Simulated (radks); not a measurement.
Ionisation ladder of iodine, from I44+ to I52+. Each ion is in the ground configuration listed by NIST, and IE = E(next ion) - E(this ion), with E = 0 for the bare nucleus. All-electron calculation, scalar-relativistic Kohn-Sham, BLYP, spin-polarised, spherical densities, finite nucleus; open shells are filled with parallel spins first (spin-orbit coupling, left out, can overturn this in heavy ions); Fermi nuclear charge, rms radius 4.75 fm. Program: a radial shooting solver on a logarithmic mesh with Libxc functionals.

species  configuration  E (hartree)  IE, Delta-SCF (eV)  -e(HOMO) (eV)     HOMO  <r> HOMO (bohr)  IE, NIST (eV)    kind  error (eV)
I44+      [He] 2s2 2p5  -5071.78281              7665.5         7557.0  2p down           0.0993           7563  theory      +102.5
I45+      [He] 2s2 2p4  -4790.08097              7884.2         7777.9  2p down           0.0986           7811  theory       +73.2
I46+      [He] 2s2 2p3  -4500.34206              8182.3         8068.1    2p up           0.0975           8044  theory      +138.3
I47+      [He] 2s2 2p2  -4199.64937              8413.7         8300.1    2p up           0.0967           8601  theory      -187.3
I48+      [He] 2s2 2p1  -3890.45340              8641.1         8530.1    2p up           0.0960           8867  theory      -225.9
I49+          [He] 2s2  -3572.89735              9214.1         9130.4       2s            0.111           9196  theory       +18.1
I50+          [He] 2s1  -3234.28544              9437.8         9352.0    2s up            0.110         9421.1  theory       +16.7
I51+              [He]  -2887.45315               38810          38463       1s           0.0271        38717.0  theory       +93.2
I52+               1s1  -1461.20345               39761          39410    1s up           0.0268        39721.5  theory       +39.8

Reference values: NIST Atomic Spectra Database (exp. = measured, semi-emp. = semi-empirical, theory = theoretical value adopted there). The ionisation energy per charge of the ion left behind rises most, in proportion, at I51+ ([He]), from 185.05 to 746.35 eV. Open shells are spherical and high-spin; term and fine-structure splittings are not resolved. Spin-orbit splitting is averaged out at the scalar-relativistic level.
